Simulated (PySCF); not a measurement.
Gas-phase reaction: 3 Sn(OH)2 + O3 = 3 SnO2 + 3 H2O

Energies from PySCF, thermal terms from the rigid-rotor harmonic-oscillator model, ideal gas at 1 bar. † marks an energy on the PBE0/def2-TZVP geometry and frequencies; other levels use their own. All species are closed-shell singlets. B3LYP is the form with VWN-RPA correlation. Sn: scalar-relativistic def2 core potential, no spin-orbit coupling. Sn(OH)2, SnO2: computed as isolated molecules; such fragments, hydroxides, amides, oligomers or adducts are transient or little studied in the gas. Strong static correlation: O3.

PBE0/def2-SVP† gives ΔH°(298 K) = 579 kJ.

Question: What do PBE/def2-SVP, B3LYP/def2-TZVP†, HF/def2-TZVP† give?

Answer: PBE/def2-SVP: 513 kJ; B3LYP/def2-TZVP†: 420 kJ; HF/def2-TZVP†: 530 kJ. For scale, ΔH°(298 K) is 579 kJ at this level, 476 kJ at ωB97M-V/def2-TZVP†, and runs from 307 to 579 kJ over the 18 levels computed.
